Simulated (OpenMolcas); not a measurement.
**Mn4+: effect of the metal basis**

Mn4+ with 6 ligands (fluoride) in octahedral coordination (Oh) at 1.74 Å. A charge of +0.333 e stands 3.2 Å behind each ligand.

- Program: OpenMolcas
- Method: CASSCF
- Spin-orbit coupling: state interaction with AMFI integrals over the reference wave functions

Fixed: ligand basis ANO-RCC-VDZP, active space 3 electrons in 5 orbitals (3d), DKH2 Hamiltonian.

States (labels of O, the rotations of Oh). Energies in cm-1 above the lowest state or level, χT in cm3 K/mol; 10Dq and B are least-squares fits to the states below 45000 cm-1, weighted by degeneracy, with a free offset, and given where the rms deviation is under 5 % of |10Dq| (or 100 cm-1) and under 700 cm-1.

```tsv
Run	Metal basis	Ground state	First state of that spin	10Dq	B (rms of fit)	First gap with spin-orbit (degeneracies)	χT at 300 K	First state of another spin	Cost
A	ANO-RCC-VDZP	4A2	4T2 24389	23289	1132 (385)	20991 (4, 4)	1.839	2E 21043	roughly 19 core-seconds
B	ANO-RCC-VTZP	4A2	4T2 24105	23082	1136 (339)	21111 (4, 4)	1.838	2E 21169	roughly 28 core-seconds
```

Against A, |10Dq| changes by -0.9 % in B.

Costs are those of the RASSCF and RASSI steps.

Without dynamic correlation the repulsion within the d shell is too large (B by tens of per cent), so at a given field states of lower spin stand too high. Ligand-to-metal charge-transfer states are missing. With no ligand orbital active B as a rule stays too high, so bands that hang on it stand too high and its fall with covalency is understated. With metal d orbitals alone and no dynamic correlation the field as a rule comes out too small, by tens of per cent, by up to half for chloride and softer ligands. The least metal-like active orbital is 79 % on the metal (Löwdin) and no ligand orbital is active, so the numbers are rough (holds for A). The least metal-like active orbital is 80 % on the metal (Löwdin) and no ligand orbital is active, so the numbers are rough (holds for B). The distance lies 5 % under the 1.84 Å that this model takes as the normal distance (a Shannon-type radius plus a fixed donor radius); by an R⁻⁵ law this alone changes a d-shell field by about +32 %. No measured value stands beside these numbers; the geometry was imposed, not optimised, and the real ion may take another.
